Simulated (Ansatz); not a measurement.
Compare A (`C[SiH](Cl)[NH][AlH2]`) with its isomer B (`[NH2][AlH][CH]([SiH3])Cl`).

Calculated with Ansatz (gas phase, PBE0-D4/def2-TZVP geometries, no zero-point term in ΔE). CBS: MP2 limit from def2 TZ/QZ plus the TZ coupled-cluster correction, frozen cores. DFT in def2-TZVPP. Each species was taken in one conformer, which may not be the lowest.

(1) Which is lower in electronic energy at CCSD(T)/CBS, and by how much? (Best estimate.)

(2) Give E(B) − E(A) in kcal/mol with HF/def2-TZVPP, MP2/def2-TZVPP, ωB97M-V, PBE0-D4, CCSD(T)/def2-TZVPP, B2PLYP, PBE-D4. (Estimate.)

Largest T1 diagnostic: 0.011.

Answers

(1) The calculation gave: A, by 57.4 kcal/mol.

(2) Ansatz gave: HF/def2-TZVPP 61.9, MP2/def2-TZVPP 59.2, ωB97M-V 57.7, PBE0-D4 56.4, CCSD(T)/def2-TZVPP 57.3, B2PLYP 57.8, PBE-D4 53.9. None reverses the order clearly.

From PBE to PBE0 (25 % exact exchange), in def2-TZVPP and without D4, E(B) − E(A) moves by +2.5 kcal/mol. In def2-TZVPP, CCSD(T) changes the Hartree–Fock value by −4.6 kcal/mol (the triples alone add −0.8 kcal/mol) and MP2 by −2.8 kcal/mol.
